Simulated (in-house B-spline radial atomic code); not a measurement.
A fraction x of an electron is removed from 4p in Nb II (Nb+), starting from [Kr] 4d4 and keeping the highest spin. Computed with a B-spline radial code for spherical atoms: scalar-relativistic (X2C) B97-1, spin-polarised, spherical fractional occupations, Fermi nucleus of rms radius 4.324 fm.

Caution: exact exchange at fractional occupations of open shells leaves self-interaction of up to several eV.

```csv
x,E(x) - E(0) (eV),4p down level (eV)
0,0.0000,-41.201
0.12,5.0119,-42.337
0.18,?,?
0.28,11.9107,-43.909
0.43,18.6111,-45.437
0.5,?,?
0.53,23.2069,-46.482
0.64,28.3842,-47.654
0.78,35.1619,-49.176
0.93,42.6627,-50.841
1,46.2491,-51.630
```

(1) What belongs in the row x = 0.18?

(2) What belongs in the row x = 0.5?

(3) Check Janak's theorem between x = 0.28 and 0.43.

## Answers

(1) An energy change of 7.5695 eV; 4p down at -42.919 eV.

(2) An energy change of 21.8172 eV; 4p down at -46.167 eV.

(3) The slope of the energy is 44.67 eV; the orbital levels give 44.67 eV (-ε of the emptying orbital, averaged over the two points).
